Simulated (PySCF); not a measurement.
A structure optimised at PBE-D3(BJ)/def2-SVP, used in a PySCF frequency run:

```xyz
8

S     -1.4892     1.7571    -0.7696
Sn     0.0000     0.0000     0.0204
S     -0.7771    -2.1683    -0.7696
S      2.2663     0.4112    -0.7696
Cl     0.0000     0.0000     2.3882
H     -2.1307     0.8474    -1.5591
H      0.3314    -2.2689    -1.5591
H      1.7992     1.4215    -1.5591
```
Charge 0, spin multiplicity 1.

Question: Write its SMILES, formula and point group.

Answer: [SH][Sn]([SH])([SH])[Cl], ClH3S3Sn, C3

Question: What are its rotational constants (standard atomic weights)?

Answer: 0.96051, 0.95469, 0.95469 GHz
